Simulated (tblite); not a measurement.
**Question.** Give a GFN2-xTB geometry of `CCCCC(=[O+])OC` [radical]. (Charge +1 and doublet state.)

**Answer.** 
```xyz
20
C6H12O2 angstrom
C     -2.8269    0.5512   -0.8351
C     -1.6622   -0.3317   -0.5292
C     -1.0946   -0.2773    0.8686
C      0.3211   -0.8347    0.9416
C      1.2329   -0.1268   -0.0527
O      0.8120    0.2934   -1.1239
O      2.4559   -0.0561    0.3443
C      3.4441    0.5365   -0.5113
H     -2.6854    1.5636   -0.4630
H     -3.7328    0.1555   -0.3622
H     -3.0353    0.5752   -1.9036
H     -0.7660    0.0499   -1.1490
H     -1.7961   -1.3521   -0.9000
H     -1.7270   -0.8854    1.5285
H     -1.1214    0.7433    1.2587
H      0.7514   -0.7403    1.9382
H      0.3405   -1.8938    0.6646
H      4.4057    0.2306   -0.1069
H      3.3261    0.1866   -1.5372
H      3.3528    1.6229   -0.4831
```

Orientation and origin are arbitrary. Atoms count from 1 in this order. C5 (carbon bonded to C and 2 O) is planar (angles 125.2°, 121.6° and 113.1°, sum 360.0°, 0.01 Å off the plane of its three neighbours). O7 (oxygen bonded to 2 C) is bent (angle 119.5°). Of the pairs four or more bonds apart, O6···H12 is among the closest relative to their van der Waals radii: 1.60 Å, 59 % of the sum of Bondi's values. The C–C distances run from 1.493 Å (C1–C2, drawn single) to 1.524 Å (C4–C5, drawn single), a spread of 0.031 Å.

Bonds between heavy atoms (Å): C1–C2 1.493, C2–C3 1.510, C3–C4 1.523, C4–C5 1.524, C5=O6 1.225, C5–O7 1.288, O7–C8 1.435.

Computed geometry: GFN2-xTB, gas phase. This method treats the open shell by occupation alone, without spin polarisation.

Point group: C1 (no symmetry element, even within 0.4 Å). Its GFN2-xTB frequencies are all real (lowest 32 cm⁻¹). Torsions: C1–C2–C3–C4 -161°, C2–C3–C4–C5 55°, C3–C4–C5–O6 -32°, C4–C5–O7–C8 178°. 3 starts were optimised and ended at 0.00, 11.26 and 12.59 kcal/mol (GFN2-xTB); the lowest of these is shown.

Hardware: an Arm Neoverse V2 with one thread (shared host). Cost: 0.71 s. That covers the optimisation of the geometry.

One conformer stands for the species.
